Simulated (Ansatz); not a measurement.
Relaxation of a periodic cell of 17 atoms, CuSi16 (host Si, host structure diamond, interstitial Cu), cell charge +1, to a largest force component of 0.03 eV/Å in at most 60 steps.

The calculation used Ansatz 0.2.0, DFT PBE, scalar-relativistic, plane waves, PAW. Settings: PAW set soft_1, cutoff 420 eV, k mesh 2x2x2, fermi-dirac smearing 0.05 eV, no spin polarisation.

```xyz
17
Lattice="0.0000 5.4300 5.4300 5.4300 0.0000 5.4300 5.4300 5.4300 0.0000" Properties=species:S:1:pos:R:3
Si 0.000 0.000 0.000
Si 1.357 1.357 1.357
Si 2.715 2.715 0.000
Si 4.072 4.072 1.357
Si 2.715 0.000 2.715
Si 4.072 1.357 4.072
Si 5.430 2.715 2.715
Si 6.787 4.072 4.072
Si 0.000 2.715 2.715
Si 1.357 4.072 4.072
Si 2.715 5.430 2.715
Si 4.072 6.787 4.072
Si 2.715 2.715 5.430
Si 4.072 4.072 6.787
Si 5.430 5.430 5.430
Si 6.787 6.787 6.787
Cu 4.084 4.135 4.086
```

**Question.** Where does it end, and by what steps?

**Answer.** The run converged. Limits of this set-up: charged cell in a uniform background, uncorrected. After 7 steps the energy has fallen by 0.131 eV; Si15 moved furthest, 0.24 Å.

```
step  energy less start (eV)  largest force component (eV/Å)  accepted
   0                  0.0000                           0.654       yes
   1                 -0.1000                           0.210       yes
   2                 -0.1087                           0.049       yes
   3                 -0.1151                           0.048       yes
   4                 -0.1233                           0.092       yes
   5                 -0.1292                           0.048       yes
   6                 -0.1302                           0.032       yes
   7                 -0.1308                           0.008       yes
```

```xyz
17
Lattice="0.0000 5.4300 5.4300 5.4300 0.0000 5.4300 5.4300 5.4300 0.0000" Properties=species:S:1:pos:R:3
Si -0.046 -0.045 -0.046
Si 1.306 1.306 1.306
Si 2.656 2.658 -0.031
Si 4.026 4.031 1.293
Si 2.657 -0.031 2.657
Si 4.028 1.293 4.028
Si 5.372 2.715 2.713
Si 6.783 4.114 4.113
Si -0.031 2.658 2.656
Si 1.293 4.030 4.027
Si 2.710 5.379 2.710
Si 4.112 6.787 4.112
Si 2.713 2.714 5.372
Si 4.113 4.114 6.783
Si 5.565 5.568 5.565
Si 6.908 6.914 6.908
Cu 4.219 4.229 4.220
```

Whether the end is a true minimum wasn't checked by a vibrational analysis.

The run took 64 s on 1 thread of Intel(R) Xeon(R) Platinum 8259CL CPU @ 2.50GHz (Skylake/Cascade Lake) (shared host), peak memory 0.63 GiB.
